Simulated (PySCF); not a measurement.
**Dipole response of Xe⁺ (xenon, charge +1)**

[Kr] 4d10 5s2 5p5, 2P determinant. Calculation: PySCF 2.14, in aug-cc-pVQZ-PP with one added diffuse shell each of s, p, d, f, g type with ECP28MDF (8s8p6d4f3g, 117 functions); scalar relativity through the core potential. Coupled (time-dependent) response in atomic units; α is the mean over directions.

```
method  mean α (bohr³)         α xx, yy, zz  C₆ (like pair)  S(−4)
   UHF           17.79  17.32, 18.03, 18.03           152.2  50.10
   PBE           18.42  17.67, 18.79, 18.79           158.5  56.20
  PBE0           18.07  17.42, 18.39, 18.39           154.8  52.90
 TPSSh           18.14  17.47, 18.47, 18.47           156.6  52.89
```

S(−4) is the Cauchy moment in α(ω) = α(0) + S(−4) ω² + …

Spin-orbit coupling is absent.

α(iu) at PBE:

```json
{"u (hartree)": "0", "α(iu) (bohr³)": "18.42"}
{"u (hartree)": "0.0500", "α(iu) (bohr³)": "18.28"}
{"u (hartree)": "0.100", "α(iu) (bohr³)": "17.88"}
{"u (hartree)": "0.200", "α(iu) (bohr³)": "16.45"}
{"u (hartree)": "0.300", "α(iu) (bohr³)": "14.58"}
{"u (hartree)": "0.500", "α(iu) (bohr³)": "10.87"}
{"u (hartree)": "0.750", "α(iu) (bohr³)": "7.466"}
{"u (hartree)": "1.00", "α(iu) (bohr³)": "5.326"}
{"u (hartree)": "1.50", "α(iu) (bohr³)": "3.089"}
{"u (hartree)": "2.00", "α(iu) (bohr³)": "2.046"}
{"u (hartree)": "3.00", "α(iu) (bohr³)": "1.127"}
{"u (hartree)": "5.00", "α(iu) (bohr³)": "0.5130"}
```

A single London oscillator, α(iu) = α/(1 + u²/ω²), gives C₆ = (3/4) ω α². Matching the computed C₆ needs ω = 4 × 158.5 / (3 × 18.42²) = 0.623 hartree.

For an ion, C₆ is the dispersion term alone; charge-induced terms of lower order in 1/R come first.

The components differ because the open shell of this determinant is not spherical; for a pure term their mean is the scalar polarisability.

Energies and moments cover only the electrons outside the core potential.
